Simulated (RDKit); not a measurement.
Input file for RDKit: MMFF94 on C2H4 (SMILES C=C).

```python
from rdkit import Chem
from rdkit.Chem import AllChem, rdDetermineBonds

blocks = [
'''6

C    -0.01837457    0.09701567    0.65486303
C     0.01834012   -0.09699798   -0.65493254
H     0.61310323    0.83161964    1.13988043
H    -0.68138105   -0.47072547    1.29653611
H     0.68140982    0.47071326   -1.29657138
H    -0.61309755   -0.83162512   -1.13997565
''',
]
mol = None
for b in blocks:
    f = Chem.MolFromXYZBlock(b)
    rdDetermineBonds.DetermineBonds(f, charge=0)
    mol = f if mol is None else Chem.CombineMols(mol, f)
Chem.SanitizeMol(mol)
print(Chem.MolToSmiles(Chem.RemoveHs(mol)))
ff = AllChem.MMFFGetMoleculeForceField(mol, AllChem.MMFFGetMoleculeProperties(mol), nonBondedThresh=100.0, ignoreInterfragInteractions=False)
e = ff.CalcEnergy()
print(f'MMFF94 energy {e:.6f} kcal/mol')
```

The log:

```
C=C
MMFF94 energy 8.331788 kcal/mol
```

The run finished.

Cost: around 0.03 core-seconds (rough).
